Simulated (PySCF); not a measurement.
Radial density of Ne⁺ (neon, charge +1)

UHF, [He] 2s2 2p5, 2P determinant. All numbers are calculated (PySCF 2.14, the non-relativistic Hamiltonian (point nucleus), in aug-cc-pVTZ).

```json
{"r (bohr)": "0.00290", "4πr²ρ (e/bohr)": "0.06200", "4πr²(ρα − ρβ)": "0.0000"}
{"r (bohr)": "0.00488", "4πr²ρ (e/bohr)": "0.1693", "4πr²(ρα − ρβ)": "0.0000"}
{"r (bohr)": "0.00821", "4πr²ρ (e/bohr)": "0.4467", "4πr²(ρα − ρβ)": "0.0000"}
{"r (bohr)": "0.0138", "4πr²ρ (e/bohr)": "1.132", "4πr²(ρα − ρβ)": "0.0001"}
{"r (bohr)": "0.0232", "4πr²ρ (e/bohr)": "2.652", "4πr²(ρα − ρβ)": "0.0005"}
{"r (bohr)": "0.0391", "4πr²ρ (e/bohr)": "5.486", "4πr²(ρα − ρβ)": "0.0022"}
{"r (bohr)": "0.0657", "4πr²ρ (e/bohr)": "9.172", "4πr²(ρα − ρβ)": "0.0110"}
{"r (bohr)": "0.111", "4πr²ρ (e/bohr)": "10.89", "4πr²(ρα − ρβ)": "0.0546"}
{"r (bohr)": "0.186", "4πr²ρ (e/bohr)": "7.835", "4πr²(ρα − ρβ)": "0.2164"}
{"r (bohr)": "0.313", "4πr²ρ (e/bohr)": "5.073", "4πr²(ρα − ρβ)": "0.6404"}
{"r (bohr)": "0.526", "4πr²ρ (e/bohr)": "7.207", "4πr²(ρα − ρβ)": "1.0963"}
{"r (bohr)": "0.885", "4πr²ρ (e/bohr)": "6.204", "4πr²(ρα − ρβ)": "0.8581"}
{"r (bohr)": "1.49", "4πr²ρ (e/bohr)": "1.741", "4πr²(ρα − ρβ)": "0.2133"}
{"r (bohr)": "2.50", "4πr²ρ (e/bohr)": "0.1206", "4πr²(ρα − ρβ)": "0.0099"}
{"r (bohr)": "4.21", "4πr²ρ (e/bohr)": "0.0001025", "4πr²(ρα − ρβ)": "0.0000"}
```
